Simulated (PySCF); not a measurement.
**O⁺ (oxygen, charge +1) across methods**

[He] 2s2 2p3, high-spin 4S determinant. Calculation: PySCF 2.14, in aug-cc-pVDZ (4s3p2d, 23 functions); no relativity, point nucleus.

```
 method  E (hartree)  mean ε 2s α (eV)  mean ε 2s β (eV)  mean ε 2p α (eV)  Σ⟨r²⟩ (bohr²)   ⟨S²⟩
    UHF    -74.35350           -56.423           -41.802           -36.167          7.473  3.755
 M06-2X     -74.5455           -48.093           -40.090           -31.087          7.516  3.753
   BP86     -74.5444           -41.689           -36.027           -26.435          7.550  3.752
   PBE0     -74.4912           -45.520           -37.743           -28.998          7.523  3.752
 r2SCAN     -74.5350           -43.672           -35.863           -27.328          7.501  3.753
    LDA     -73.9902           -41.307           -35.721           -26.478          7.594  3.752
    PBE     -74.4748           -41.667           -35.787           -26.405          7.563  3.752
wB97M-V     -74.5514           -47.648           -40.902           -31.264          7.552  3.752
   PW91     -74.5253           -41.703           -35.820           -26.491          7.547  3.752
```
